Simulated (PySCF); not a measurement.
Sn(H)3(OSiH3), SMILES [SiH3][O][SnH3], CAM-B3LYP/def2-SVP optimised geometry.

```
9

Sn    -0.24    -2.18     0.00
O     -0.81    -0.29     0.00
Si    -0.73     1.12    -0.85
H     -0.90    -2.82     1.43
H     -0.88    -2.90    -1.41
H      1.47    -2.18     0.00
H      0.69     1.56    -1.02
H     -1.47     2.18    -0.12
H     -1.32     0.97    -2.21
```

Density from CAM-B3LYP/def2-TZVP, def2 effective core potentials past Kr (PySCF) at that geometry. The core electrons that the potentials of Sn replace are not part of the density.

Minimum of the electron density along straight lines between bonded atoms, close to the bond critical point (lines longer than 1.1 times the sum of covalent radii, or with two minima, are not listed):

```csv
bond,length / Å,ρ at the minimum / e bohr⁻³,∇²ρ there / e bohr⁻⁵,position (fraction from the first atom)
Sn1–O2,1.978,0.113,…,0.51
O2–Si3,1.642,0.137,…,0.59
Sn1–H4,1.702,0.117,0.07,0.63
Sn1–H5,1.708,0.115,0.07,0.63
Sn1–H6,1.708,0.115,0.07,0.63
Si3–H7,1.495,0.121,0.13,0.49
Si3–H8,1.489,0.123,0.13,0.49
Si3–H9,1.495,0.121,0.13,0.49
```

Q: Complete the blanks.

A: 
- Sn1–O2, ∇²ρ there / e bohr⁻⁵: 0.48
- O2–Si3, ∇²ρ there / e bohr⁻⁵: 0.82
